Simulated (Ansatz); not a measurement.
A nudged elastic band was laid between two geometries of FH7OSSi3 (13 atoms, charge 0, multiplicity 1).

Computed with Ansatz 0.2.0, RKS PBE-D4/def2-SVP.

```
movable images  : 8
climbing image  : no
spring          : 5.0 eV/Å²
optimiser       : quadratic models (default)
start path      : IDPP
force threshold : 0.03 eV/Å
iteration limit : 60
end points      : relaxed
```

Initial state:

```xyz
13
Properties=species:S:1:pos:R:3
O -2.195 1.472 -0.029
Si -0.911 0.415 0.004
F -1.144 -0.751 1.150
Si -0.711 -0.606 -2.089
S 0.884 1.468 0.586
Si 1.879 -0.151 1.644
H -2.253 2.087 0.726
H -1.961 -1.356 -2.459
H -0.426 0.448 -3.121
H 0.445 -1.566 -2.028
H 1.818 -1.422 0.846
H 1.292 -0.372 3.007
H 3.305 0.300 1.777
```

Final state:

```xyz
13
Properties=species:S:1:pos:R:3
O -1.905 0.948 0.171
Si -0.998 -0.320 0.765
F -1.841 -1.122 1.922
Si -0.546 -1.738 -1.042
S 0.760 0.345 1.835
Si 1.789 1.383 0.227
H -2.051 1.688 0.789
H -1.816 -2.166 -1.723
H 0.326 -1.004 -2.025
H 0.193 -2.947 -0.540
H 0.811 2.157 -0.611
H 2.545 0.427 -0.653
H 2.754 2.315 0.898
```

Which bonds break or form, and what moves?

No bond is made or broken. The dihedral F3–Si2–S5–Si6 goes from 28 to -180°.

Give the energies along the band, and the barrier.

It converged. The highest image is number 6 of 0 to 9, 10.7 kJ/mol above the first end and 5.8 kJ/mol above the last; the last end lies 4.9 kJ/mol above the first. No image climbed, so the highest image needn't sit at the top of the path.

| image | path coordinate (Å) | energy (kJ/mol) | dihedral F3–Si2–S5–Si6 (°) |
| --- | --- | --- | --- |
| 0 | 0.00 | 0.0 | 28 |
| 1 | 0.88 | 1.9 | 41 |
| 2 | 1.76 | 4.8 | 53 |
| 3 | 2.65 | 6.5 | 68 |
| 4 | 3.53 | 8.4 | 88 |
| 5 | 4.41 | 10.3 | 110 |
| 6 | 5.29 | 10.7 | 132 |
| 7 | 6.17 | 8.3 | 150 |
| 8 | 7.06 | 5.7 | 166 |
| 9 | 7.94 | 4.9 | -180 |

What is the geometry of the highest image?


```xyz
13
Properties=species:S:1:pos:R:3
O -1.828 1.644 -0.697
Si -1.192 0.516 0.353
F -2.331 0.130 1.474
Si -0.784 -1.393 -0.952
S 0.425 1.375 1.514
Si 2.135 0.308 0.719
H -1.905 2.554 -0.355
H -2.116 -1.913 -1.415
H 0.065 -1.051 -2.144
H -0.093 -2.448 -0.133
H 2.135 0.298 -0.784
H 2.176 -1.111 1.212
H 3.333 1.056 1.223
```

Time of the run: 4.3 min on 2 threads of AMD EPYC 7R13 Processor (Zen 3) (shared host), peak memory 0.2 GiB.
